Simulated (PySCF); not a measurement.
# Ionisation energy of Sc²⁺ by level of theory

Sc²⁺ [Ar] 3d1 (2D) → Sc³⁺ [Ar] (1S), as a difference of total energies. Calculation: PySCF 2.14, in x2c-TZVPall; the spin-free X2C one-electron Hamiltonian (Gaussian nucleus). The calculations carry no spin-orbit coupling.

| method | ionisation energy (eV) | difference from reference (eV) |
| --- | --- | --- |
| UHF | 23.777 | -0.980 |
| MN15 | 24.795 | +0.038 |
| M06-2X | 24.761 | +0.004 |

Reference: 24.757 eV (measured; NIST Atomic Spectra Database, ionization energies).

The reference lies between the lowest fine-structure levels, while these numbers refer to the centres of the terms.
